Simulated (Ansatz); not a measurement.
```yaml
crystal:
  periodic: [false, false, false]
  atoms:
    - {symbol: F, position_ang: [-1.597387, 0.158369, 0.746052]}
    - {symbol: Sn, position_ang: [-0.289312, -0.081754, -0.541227]}
    - {symbol: Br, position_ang: [1.524105, -1.487022, 0.611279]}
    - {symbol: H, position_ang: [0.428403, 1.440936, -0.892745]}
basis:
  gaussian: {orbitals: def2-SVPD, fitting: {mean_field: def2-universal-jkfit}}
magnetization: {spin_polarized: true, initial_magnetization: 1}
hamiltonian: {xc: {name: HF}}
correlation: {method: mp2, frozen_orbitals: {F: 0}}
output: {forces: true}
```

```sh
$ ansatz run in.yaml --threads 4 --pin off --events-out ev --progress --plain --max-ram 10444MiB
```

Shortened log:

```
Functional definition: HF
Error: "frozen_orbitals" has no count for Sn
```

Task: Something in this input is off. What?

Result: Frozen orbitals are typed for one element alone, and the program wants a count for each. The input was rejected before any iteration.
